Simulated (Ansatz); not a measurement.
Total energies of `CNBBr`.

| atom | x (Å) | y (Å) | z (Å) |
| --- | --- | --- | --- |
| C1 | -1.0058 | 0.1456 | -0.6629 |
| N2 | 0.2042 | 0.4185 | 0.0794 |
| B3 | 0.9971 | -0.5203 | 0.7035 |
| Br4 | 2.5837 | 0.0516 | 1.6502 |
| H5 | -0.9160 | 0.4706 | -1.7033 |
| H6 | -1.8678 | 0.6508 | -0.2181 |
| H7 | -1.1965 | -0.9271 | -0.6549 |
| H8 | 0.4639 | 1.3923 | 0.1262 |
| H9 | 0.7373 | -1.6820 | 0.6800 |

The species carries charge 0 and has multiplicity 1. Correlated methods include outer-core shells of Br, which these sets cover unevenly. Scalar relativity is left out up to krypton. The structure was optimised at the PBE0-D4/def2-TZVP level. It is one conformer, not always the lowest. Basis def2-TZVPP, Ansatz 0.2.0.

RPA on PBE orbitals: Hartree–Fock energy of these orbitals -2692.41006 Eh, correlation -1.22466 Eh (frozen core).

| functional | energy without D4 (Eh) | D4 term (kJ/mol) |
| --- | --- | --- |
| B97M-V | -2694.53242 | – |
| CAM-B3LYP | -2695.05549 | -12.7 |

Problem. Give the same for LDA (SPW92), PBE, revPBE, BLYP, r2SCAN, PBE0, B3LYP, r2SCANh, r2SCAN0, HSE06 (plane-wave form), BHLYP, LC-ωPBE, ωB97X-V, ωB97M-V, B2PLYP, PBE-QIDH. (Estimate.)

Solution. Computed: 
```tsv
functional	energy without D4 (Eh)	D4 term (kJ/mol)
LDA (SPW92)	-2690.31260	–
PBE	-2694.43796	-15.0
revPBE	-2694.73342	-49.5
BLYP	-2694.96112	-33.7
r2SCAN	-2694.90413	-3.7
PBE0	-2694.54642	-12.6
B3LYP	-2695.03298	-24.3
r2SCANh	-2694.89930	-3.9
r2SCAN0	-2694.89302	-4.3
HSE06 (plane-wave form)	-2694.54357	-11.7
BHLYP	-2694.91672	-17.9
LC-ωPBE	-2694.56029	–
ωB97X-V	-2694.72381	–
ωB97M-V	-2694.78979	–
B2PLYP	-2694.50290	–
PBE-QIDH	-2694.22161	–
```

B3LYP takes the VWN-RPA correlation (the form of Gaussian; ORCA's B3LYP/G). HSE06 is the plane-wave form, built on full-range PBE exchange. The double hybrids freeze the cores in their second-order part.

LC-ωPBE has ω = 0.4 bohr⁻¹.
